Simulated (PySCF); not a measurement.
**Unknown compound**

An unknown has the formula C7H18OSi. Its calculated NMR data are:

1H NMR (300 MHz, computed): δ 4.53 (s, 2H), 3.81 (sept, 1H), 1.22 (d, 6H), 0.99 (s, 9H).

13C{1H} NMR (computed): δ 71.3 (CH), 27.1 (CH3), 26.9 (CH3), 19.3 (C).

PySCF calculation with NMR shieldings at B3LYP/pcSseg-1/GIAO and PBE0-D3(BJ)/def2-SVP geometry; no solvent, equivalent nuclei averaged, a single conformation, relativity neglected.

Referencing at the same level of theory: 1H (σref 31.38), 13C (σref 179.24) vs TMS.

What is the structure?

Answers


- The formula gives 0 degrees of unsaturation.
- 4 carbon signals for 7 carbons: some carbons are equivalent by symmetry or fast rotation.
- Carbon types of the structure: 1 × C, 1 × CH, 5 × CH3, leaving 2 H on heteroatoms.
- δC 71.3: sp3 CH bonded to O; deshielded by the electronegative neighbour.
- δC 27.1, 26.9: methyl carbon; saturated and bonded to C and H only.
- δC 19.3: fully substituted sp3 carbon bonded to Si.
- δH 4.53: hydrogen on a silicon bonded to C, O.
- δH 3.81: hydrogen on an sp3 CH bonded to O; its carbon carries O, hence the downfield position.
- δH 1.22, 0.99: hydrogen on a methyl carbon.

These data were computed for SMILES CC(C)O[SiH2]C(C)(C)C.

The shifts were computed for this structure.

Shifts are as computed. Against solution values, carbons near 30 ppm lie about +2 ppm off and those near 130 ppm about +6 ppm. Of 1211 compounds with measured shifts, 218 miss one by over three times the rms of a fit or turn the order of signals round; such compounds aren't used in these exercises. No couplings were computed; multiplicities are counted from neighbouring protons, with m where these are inequivalent, close in shift, in a saturated or five-membered ring or joined by F or P, and br s for small geminal =CH2 splittings.
